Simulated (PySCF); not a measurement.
# Computed structure and properties of [WH3(H2O)2]−

System: [WH3(H2O)2]− (triplet); start: template (Cs). Method: PySCF 2.14.0, UKS PBE, W def2-SVP with ECP60, H def2-SVP, O def2-SVP; non-relativistic Hamiltonian with scalar-relativistic core potentials where named; density fitting; no spin-orbit coupling.

Input of the relaxation:

```python
mol = gto.M(atom='''
W      0.15781     0.15781     0.07290
H      0.15781     0.15781     1.85290
H      1.89121     0.15781    -0.33150
H      0.15781     1.89121    -0.33150
O     -1.82879     0.15781    -0.39060
H     -2.57839     0.15781     0.22520
H     -2.22849     0.15781    -1.27450
O      0.15781    -1.82879    -0.39060
H      0.15781    -2.57839     0.22520
H      0.15781    -2.22849    -1.27450''',
    basis={'W': 'def2-SVP', 'H': 'def2-SVP', 'O': 'def2-SVP'},
    ecp={'W': 'def2-SVP'},
    charge=-1, spin=2)
mf = dft.UKS(mol, xc='PBE')
mf.grids.atom_grid = (50, 194)
mf = mf.density_fit()  # fitting sets: W def2-universal-JKFIT, H def2-universal-JKFIT, O def2-universal-JKFIT
mf.conv_tol = 1e-08; mf.max_cycle = 55
mf.kernel(dm0)  # dm0: converged density of the start geometry
# quasi-Newton relaxation in Cartesian coordinates to a largest gradient under 0.00045 Eh/bohr, steps kept in the point group
```

Run from Python with OMP_NUM_THREADS=2; the lines above give its settings. Where DIIS fails, smearing, a level shift and second-order steps follow.
It took 3.7 min on 2 threads of Arm Neoverse V2, with other jobs on the host, from the converged density of the start.

Course of the relaxation:

| step | energy above end (eV) | largest force component within the symmetry (eV/Å) |
| --- | --- | --- |
| 0 | 2.1779 | 2.932 |
| 1 | 1.6457 | 1.777 |
| 2 | 1.3010 | 0.815 |
| 3 | 1.1217 | 0.610 |
| 4 | 0.9977 | 0.829 |
| 5 | 0.9498 | 0.420 |
| 6 | 0.9029 | 0.591 |
| 7 | 0.8466 | 0.837 |
| 42 | 0.0010 | 0.024 |
| 43 | 0.0008 | 0.027 |
| 44 | 0.0005 | 0.024 |
| 45 | 0.0002 | 0.018 |
| 46 | 0.0000 | 0.010 |
| 47 | 0.0000 | 0.005 |
(The steps between are left out.)

Relaxed geometry (Cs):

```xyz
10

W     0.0661    0.0661    0.0424
H    -0.3601   -0.3601    1.6661
H     1.7770   -0.2505   -0.3241
H    -0.2505    1.7770   -0.3241
O    -2.4670    0.3941   -0.1556
H    -2.0640    1.2646   -0.3879
H    -1.9318   -0.2259   -0.7952
O     0.3941   -2.4670   -0.1556
H     1.2646   -2.0640   -0.3879
H    -0.2259   -1.9318   -0.7952
```

```json
{"contact": "W1–H2 (H)", "Å": "1.732"}
{"contact": "W1–H3 (H)", "Å": "1.778"}
{"contact": "W1–H4 (H)", "Å": "1.778"}
{"contact": "W1–H7 (H2O)", "Å": "2.186"}
{"contact": "W1–H10 (H2O)", "Å": "2.186"}
```

On the finer grid (75, 302):

```json
{
  "HOMO": "1.55 eV",
  "LUMO": "2.53 eV",
  "Dipole about the centre of mass": "1.39 D",
  "Spin squared": "2.094",
  "Set of Mulliken populations of W1 outside the core potential": "s 3.13, p 6.38, d 4.81, f 0.02",
  "D3(BJ) dispersion energy (not in the energies)": "-0.172 eV"
}
```

```json
{"atom": "W1", "Mulliken (e)": "-0.34", "Löwdin (e)": "-0.57", "spin (e)": "2.28"}
{"atom": "H2", "Mulliken (e)": "-0.17", "Löwdin (e)": "-0.10", "spin (e)": "-0.08"}
{"atom": "H3", "Mulliken (e)": "-0.29", "Löwdin (e)": "-0.17", "spin (e)": "-0.06"}
{"atom": "H4", "Mulliken (e)": "-0.29", "Löwdin (e)": "-0.17", "spin (e)": "-0.06"}
{"atom": "O5", "Mulliken (e)": "-0.25", "Löwdin (e)": "-0.10", "spin (e)": "0.00"}
{"atom": "H6", "Mulliken (e)": "0.17", "Löwdin (e)": "0.07", "spin (e)": "0.00"}
{"atom": "H7", "Mulliken (e)": "0.13", "Löwdin (e)": "0.03", "spin (e)": "-0.04"}
{"atom": "O8", "Mulliken (e)": "-0.25", "Löwdin (e)": "-0.10", "spin (e)": "0.00"}
{"atom": "H9", "Mulliken (e)": "0.17", "Löwdin (e)": "0.07", "spin (e)": "0.00"}
{"atom": "H10", "Mulliken (e)": "0.13", "Löwdin (e)": "0.03", "spin (e)": "-0.04"}
```

The highest filled level lies above zero, as often for anions with such functionals and bases; it isn't the detachment energy.

On the grid (50, 194), as all that follows. Harmonic modes: a minimum; lowest 90 cm⁻¹ (negative: unstable), highest 3528 cm⁻¹, zero-point energy 1.664 eV.

Taking off one H (charge -1, singlet; the rest: triplet) in vacuum, both parts rigid, costs 5.10 eV; the small basis without counterpoise inflates it.

Rigid scan of H along the line from its metal, all other atoms held (where the atom bridges, its other bond changes as well):

distance to H2 (Å), energy (eV) and a bar:
```
     1.43      0.886 ###########
     1.53      0.335 ####
     1.63      0.072 #
     1.73      0.000 
     1.83      0.053 #
     1.93      0.185 ##
     2.13      0.567 #######
     2.43      1.191 ###############
     2.83      1.844 ########################
     3.33      2.311 ##############################
```

Taking off one H2O (charge 0, singlet; the rest: triplet) in vacuum, both parts rigid, costs 1.01 eV; the small basis without counterpoise inflates it.

Rigid scan of H2O along the line from its metal, all other atoms held (where the atom bridges, its other bond changes as well):

distance to O5 (Å), energy (eV) and a bar:
```
     2.26      0.237 ############
     2.36      0.090 ####
     2.46      0.019 #
     2.56      0.000 
     2.66      0.013 #
     2.76      0.044 ##
     2.96      0.133 #######
     3.26      0.275 ##############
     3.66      0.439 ######################
     4.16      0.599 ##############################
```

One start shape was tried, so this needn't be the lowest isomer.

Open shells may have lower solutions than the one found.
